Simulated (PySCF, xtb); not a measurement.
Be(F)(OSiH3) (BeFH3OSi), SMILES [F][Be][O][SiH3]. Other conformers were not sampled.

Harmonic wavenumbers (cm⁻¹) from GFN2-xTB in xtb at its own minimum, in rising order: 114, 114, 289, 289, 487, 610, 610, 768, 769, 814, 1005, 1500, 2243, 2243, 2260.

Task: What does PySCF 2.14.0 with B3LYP-D3(BJ)/def2-SVP give at its own minimum? (The exact figures need the calculation; the answer reports its results.)

Result: 71, 71, 394, 394, 511, 743, 743, 961, 961, 1006, 1037, 1674, 2225, 2225, 2230. Paired by order, the mean absolute difference is 95 cm⁻¹ and the zero-point energies are 20.2 and 21.8 kcal/mol.
